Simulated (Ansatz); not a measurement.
Total energies of CH₈GaNSi, SMILES `[NH2][GaH][CH2][SiH3]`.

```tsv
atom	x (Å)	y (Å)	z (Å)
N1	-0.658	-2.012	-0.721
Ga2	0.400	-1.299	0.571
C3	1.016	0.547	0.278
Si4	-0.382	1.748	0.006
H5	-1.042	-2.941	-0.685
H6	-0.962	-1.514	-1.540
H7	0.727	-2.201	1.804
H8	1.656	0.552	-0.612
H9	1.629	0.867	1.124
H10	-1.322	1.732	1.161
H11	-1.154	1.370	-1.211
H12	0.091	3.149	-0.174
```

Charge 0, multiplicity 1. Correlated methods include outer-core shells of Ga, which these sets cover unevenly. Scalar relativity is left out up to krypton. The geometry is a stationary point of PBE0-D4/def2-TZVP. It is one conformer, not always the lowest. Basis def2-TZVPP, Ansatz.

RPA on PBE orbitals: Hartree–Fock energy of these orbitals -2309.16039 Eh, correlation -1.27759 Eh (frozen core).

```json
{"functional": "LDA (SPW92)", "energy without D4 (Eh)": "-2307.02312", "D4 term (kJ/mol)": "–"}
{"functional": "PBE", "energy without D4 (Eh)": "-2311.50662", "D4 term (kJ/mol)": "-25.3"}
{"functional": "revPBE", "energy without D4 (Eh)": "-2311.85057", "D4 term (kJ/mol)": "-69.6"}
{"functional": "BLYP", "energy without D4 (Eh)": "-2312.09752", "D4 term (kJ/mol)": "-54.3"}
{"functional": "r2SCAN", "energy without D4 (Eh)": "-2311.99129", "D4 term (kJ/mol)": "-6.2"}
{"functional": "B97M-V", "energy without D4 (Eh)": "-2311.63610", "D4 term (kJ/mol)": "–"}
{"functional": "PBE0", "energy without D4 (Eh)": "-2311.59156", "D4 term (kJ/mol)": "-21.6"}
{"functional": "B3LYP", "energy without D4 (Eh)": "-2312.16723", "D4 term (kJ/mol)": "-40.9"}
{"functional": "r2SCANh", "energy without D4 (Eh)": "-2311.97482", "D4 term (kJ/mol)": "-6.7"}
{"functional": "r2SCAN0", "energy without D4 (Eh)": "-2311.95165", "D4 term (kJ/mol)": "-7.4"}
{"functional": "HSE06 (plane-wave form)", "energy without D4 (Eh)": "-2311.57831", "D4 term (kJ/mol)": "-20.3"}
{"functional": "BHLYP", "energy without D4 (Eh)": "-2311.99997", "D4 term (kJ/mol)": "-33.8"}
{"functional": "CAM-B3LYP", "energy without D4 (Eh)": "-2312.16159", "D4 term (kJ/mol)": "-22.2"}
{"functional": "LC-ωPBE", "energy without D4 (Eh)": "-2311.69361", "D4 term (kJ/mol)": "–"}
{"functional": "ωB97X-V", "energy without D4 (Eh)": "-2311.83672", "D4 term (kJ/mol)": "–"}
{"functional": "ωB97M-V", "energy without D4 (Eh)": "-2311.90151", "D4 term (kJ/mol)": "–"}
{"functional": "B2PLYP", "energy without D4 (Eh)": "-2311.51422", "D4 term (kJ/mol)": "–"}
{"functional": "PBE-QIDH", "energy without D4 (Eh)": "-2311.16104", "D4 term (kJ/mol)": "–"}
```

B3LYP takes the VWN-RPA correlation (the form of Gaussian; ORCA's B3LYP/G). HSE06 is the plane-wave form, built on full-range PBE exchange. The double hybrids freeze the cores in their second-order part.

LC-ωPBE has ω = 0.4 bohr⁻¹.
